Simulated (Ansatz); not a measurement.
Geometry optimisation, Ansatz, RKS B3LYP-D4/def2-SVP.

The input (input.yaml):

```yaml
crystal:
  periodic: [false, false, false]
  atoms:
    - { symbol: C, position_ang: [-0.4869, -0.7653, 1.295] }
    - { symbol: Si, position_ang: [0.4094, -0.5339, -0.3193] }
    - { symbol: "N", position_ang: [2.0499, -1.1266, -0.0927] }
    - { symbol: F, position_ang: [-0.2542, -1.4389, -1.5281] }
    - { symbol: "N", position_ang: [0.4782, 1.1863, -0.8269] }
    - { symbol: Al, position_ang: [-1.2773, 1.7831, -1.3244] }
    - { symbol: H, position_ang: [-0.477, -1.779, 1.6099] }
    - { symbol: H, position_ang: [-1.5521, -0.3972, 1.1273] }
    - { symbol: H, position_ang: [-0.0679, -0.0662, 2.1061] }
    - { symbol: H, position_ang: [2.73416, -0.34992, -0.42336] }
    - { symbol: H, position_ang: [2.21594, -1.90991, -0.78054] }
    - { symbol: H, position_ang: [0.7665, 1.753, 0.0521] }
    - { symbol: H, position_ang: [-2.536, 1.6912, -0.3021] }
    - { symbol: H, position_ang: [-1.5539, 2.3583, -2.7721] }
basis:
  gaussian: { orbitals: def2-SVP }
hamiltonian:
  xc: b3lyp
  dispersion: d4
relax:
  f_tol: 0.015
  max_steps: 40
output:
  orbitals: {}
```

Run as:

```bash
$ ansatz run input.yaml --threads 2 --pin off --max-ram 3072MiB --backend cpu --events-out ev --progress --plain --runs-dir out
```

Q: Where does it end, and by what steps?

A: The run converged. After 20 steps the energy has fallen by 1.369 eV; F4 moved furthest, 1.23 Å. Joined: Si2–Al6, F4–Al6.

| step | energy less start (eV) | largest force component (eV/Å) | accepted |
| --- | --- | --- | --- |
| 0 | 0.0000 | 2.689 | yes |
| 1 | -0.4978 | 0.925 | yes |
| 2 | -0.6541 | 0.582 | yes |
| 3 | -0.7727 | 0.570 | yes |
| 4 | -0.8489 | 1.181 | yes |
| 5 | -0.9189 | 1.528 | yes |
| 6 | -1.0383 | 0.489 | yes |
| 7 | -1.0909 | 0.319 | yes |
| 8 | -1.1350 | 0.324 | yes |
| 9 | -1.1912 | 0.432 | yes |
| 10 | -1.2763 | 0.459 | yes |
| 11 | -1.3100 | 0.479 | yes |
| 12 | -1.3301 | 0.336 | yes |
| 13 | -1.3444 | 0.285 | yes |
| 14 | -1.3587 | 0.103 | yes |
| 15 | -1.3641 | 0.217 | yes |
| 16 | -1.3237 | 0.559 | no |
| 17 | -1.3675 | 0.129 | yes |
| 18 | -1.3689 | 0.043 | yes |
| 19 | -1.3691 | 0.016 | yes |
| 20 | -1.3691 | 0.014 | yes |

```xyz
14
Properties=species:S:1:pos:R:3
C -0.336 -1.079 1.445
Si 0.362 -0.156 -0.011
N 1.850 -0.839 -0.467
F -0.873 -0.409 -1.257
N 0.172 1.505 -0.241
Al -1.162 1.525 -1.550
H -0.315 -2.168 1.281
H -1.381 -0.776 1.617
H 0.239 -0.859 2.358
H 2.431 -0.419 -1.185
H 2.135 -1.783 -0.231
H 0.719 2.231 0.202
H -2.660 1.793 -1.095
H -0.732 1.839 -3.047
```

Whether the end is a true minimum wasn't checked by a vibrational analysis.

Time of the run: 100 s on 2 threads of Arm Neoverse V1, with other jobs on the host, peak memory 0.34 GiB.
